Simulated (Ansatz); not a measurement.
Sn4H7⁻, relaxed as a singlet with RKS PBE-D4/def2-SVPD in Ansatz, starting from the GFN1-xTB geometry. Force threshold 0.02 eV/Å.

In the def2 sets Sn takes a core potential; there is no spin–orbit coupling. The structure comes from a short search, and lower isomers may exist.

Start:

| atom | x (Å) | y (Å) | z (Å) |
| --- | --- | --- | --- |
| Sn1 | 0.247 | -1.114 | 1.205 |
| Sn2 | -1.877 | -0.111 | -0.376 |
| Sn3 | 1.688 | 0.886 | -0.187 |
| Sn4 | -0.501 | 2.077 | -1.556 |
| H5 | -2.735 | -1.390 | -1.210 |
| H6 | 3.090 | 0.198 | -0.978 |
| H7 | 0.050 | -0.752 | 2.910 |
| H8 | -0.132 | 1.015 | -2.934 |
| H9 | -3.236 | 0.190 | 0.682 |
| H10 | 2.691 | 1.791 | 0.930 |
| H11 | 0.715 | -2.791 | 1.513 |

```json
{"step": "1", "energy (eV)": "-23441.6543", "largest force component (eV/Å)": "0.636", "SCF passes": "18"}
{"step": "2 (rejected)", "energy (eV)": "-23441.6322", "largest force component (eV/Å)": "0.834", "SCF passes": "26"}
{"step": "3", "energy (eV)": "-23441.8203", "largest force component (eV/Å)": "0.117", "SCF passes": "19"}
{"step": "4", "energy (eV)": "-23441.8250", "largest force component (eV/Å)": "0.074", "SCF passes": "21"}
{"step": "5 (rejected)", "energy (eV)": "-23441.8152", "largest force component (eV/Å)": "0.289", "SCF passes": "20"}
{"step": "6", "energy (eV)": "-23441.8300", "largest force component (eV/Å)": "0.026", "SCF passes": "20"}
{"step": "7", "energy (eV)": "-23441.8309", "largest force component (eV/Å)": "0.186", "SCF passes": "20"}
{"step": "8 (rejected)", "energy (eV)": "-23441.8279", "largest force component (eV/Å)": "0.133", "SCF passes": "20"}
{"step": "9", "energy (eV)": "-23441.8348", "largest force component (eV/Å)": "0.051", "SCF passes": "21"}
{"step": "10", "energy (eV)": "-23441.8363", "largest force component (eV/Å)": "0.014", "SCF passes": "20"}
{"step": "11", "energy (eV)": "-23441.8379", "largest force component (eV/Å)": "0.047", "SCF passes": "20"}
{"step": "12", "energy (eV)": "-23441.8391", "largest force component (eV/Å)": "0.070", "SCF passes": "20"}
{"step": "13", "energy (eV)": "-23441.8406", "largest force component (eV/Å)": "0.101", "SCF passes": "20"}
{"step": "14", "energy (eV)": "-23441.8430", "largest force component (eV/Å)": "0.135", "SCF passes": "20"}
{"step": "15", "energy (eV)": "-23441.8451", "largest force component (eV/Å)": "0.182", "SCF passes": "20"}
{"step": "16", "energy (eV)": "-23441.8464", "largest force component (eV/Å)": "0.285", "SCF passes": "19"}
{"step": "17", "energy (eV)": "-23441.8468", "largest force component (eV/Å)": "0.215", "SCF passes": "20"}
{"step": "18", "energy (eV)": "-23441.8611", "largest force component (eV/Å)": "0.079", "SCF passes": "20"}
{"step": "19", "energy (eV)": "-23441.8642", "largest force component (eV/Å)": "0.046", "SCF passes": "20"}
{"step": "20", "energy (eV)": "-23441.8664", "largest force component (eV/Å)": "0.049", "SCF passes": "20"}
{"step": "21", "energy (eV)": "-23441.8673", "largest force component (eV/Å)": "0.063", "SCF passes": "20"}
{"step": "22", "energy (eV)": "-23441.8678", "largest force component (eV/Å)": "0.050", "SCF passes": "22"}
{"step": "23", "energy (eV)": "-23441.8681", "largest force component (eV/Å)": "0.027", "SCF passes": "22"}
{"step": "24 (rejected)", "energy (eV)": "-23441.8676", "largest force component (eV/Å)": "0.031", "SCF passes": "21"}
{"step": "25", "energy (eV)": "-23441.8683", "largest force component (eV/Å)": "0.010", "SCF passes": "22"}
{"step": "26", "energy (eV)": "-23441.8684", "largest force component (eV/Å)": "0.004", "SCF passes": "21"}
```

Force components are those of the run's own axes.

End:

Cartesian coordinates in Å:
```
Sn 0.2542 -1.1210 1.1448
Sn -1.9671 0.0205 -0.2466
Sn 1.7010 1.0125 -0.0909
Sn -0.3454 1.6071 -2.1126
H -3.1743 -1.1704 -0.7434
H 3.3797 0.6057 -0.4640
H 0.2868 -1.5017 2.8729
H 0.1121 0.0368 -2.8926
H -2.8961 0.9310 0.9485
H 1.9450 2.2430 1.1525
H 0.7041 -2.6637 0.4316
```

By distances, no bond broke or formed. The bond that changes most is Sn2–Sn4, from 2.84 to 2.94 Å (atoms count from 1). The end is the same structure that another start reached, the lowest one found.

The force fell under the threshold at step 10, but the optimiser went on and released 0.032 eV more. No frequencies were taken in this run, so the end may be a saddle point.

Hardware: 4 threads of Arm Neoverse V2 on a shared host. Wall time 64 s.
